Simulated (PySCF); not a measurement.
Simulation results for BGe2H5O

Computed with PySCF 2.14.0. Calculation on a computer-drawn molecule: the log of a Hartree-Fock and frozen-core CCSD(T) single point meant for a local Hartree-Fock minimum, with one planted fault or none, to be diagnosed. Offsets are logged minus clean, where the clean run is the same molecule without the fault. The reference is restricted for singlets and unrestricted otherwise, and also for a bond in bohr or an excited solution. Adding or removing an electron swaps singlet and doublet. The excited solution moves the top pair (singlet) or top alpha electron (doublet) to the lowest empty orbital. Highest occupied and lowest empty are orbital energies over both spins, largest force is the largest gradient component, triples share is (T) over the correlation energy, the T1 limit is 0.02 restricted and 0.045 unrestricted, electrons count all cores, a negative frequency is imaginary (commonest isotopes), and the dipole is about the centre of nuclear charge; on germanium a core potential holds 10 electrons, which the energies leave out, and 3d is frozen in MP2 and coupled-cluster steps.

```xyz
9
formula=BGe2H5O meant_charge=0 meant_multiplicity=1 meant_basis=cc-pVDZ meant_basis_and_core_potential_on_germanium=cc-pVDZ-PP_ECP10MDF logged_electrons=82 logged_basis_functions=99 logged_SCF_converged=yes logged_spin_squared=2.0225 logged_highest_occupied=-6.8725 logged_lowest_empty=0.023237 logged_largest_force=0.014903 logged_T1_diagnostic=0.052692 logged_D1_diagnostic=0.32806 logged_triples_share=0.028246 logged_CC_converged=yes logged_dipole_magnitude=1.3748 logged_SCF_stable_within_its_kind=yes logged_energy_HF=-689.1274 logged_energy_CCSD(T)=-689.61856 possible_faults=no_fault,one_electron_removed,one_electron_added,multiplicity_raised_by_two,geometry_at_a_saddle_point,SCF_held_on_an_excited_solution,minimal_basis_STO-3G,one_bond_length_entered_in_bohr,all_coordinates_scaled planted_fault=multiplicity_raised_by_two HF_energy_offset_from_clean_run=31.67 CCSD(T)_energy_offset_from_clean_run=42.91
O     -0.8584     3.3149     2.2987
Ge     0.3816     3.1627     3.5989
B      1.6731     2.2051     2.2069
Ge     1.6012     0.1602     1.7655
H     -1.6620     3.7355     2.5698
H      2.4702     2.8515     1.5795
H      1.2859    -0.0534     0.2785
H      0.5469    -0.6025     2.5835
H      2.9649    -0.4872     2.0614
```

Units: logged_highest_occupied, logged_lowest_empty in eV; logged_largest_force in hartree/bohr; logged_dipole_magnitude in debye; logged_energy_HF, logged_energy_CCSD(T) in hartree; HF_energy_offset_from_clean_run, CCSD(T)_energy_offset_from_clean_run in kcal/mol.

Drawn bonds:
| atom | other atom | order |
| --- | --- | --- |
| 1 | 2 | 1 |
| 2 | 3 | 1 |
| 3 | 4 | 1 |
| 1 | 5 | 1 |
| 3 | 6 | 1 |
| 4 | 7 | 1 |
| 4 | 8 | 1 |
| 4 | 9 | 1 |

Notes: T1 above single-reference limit.
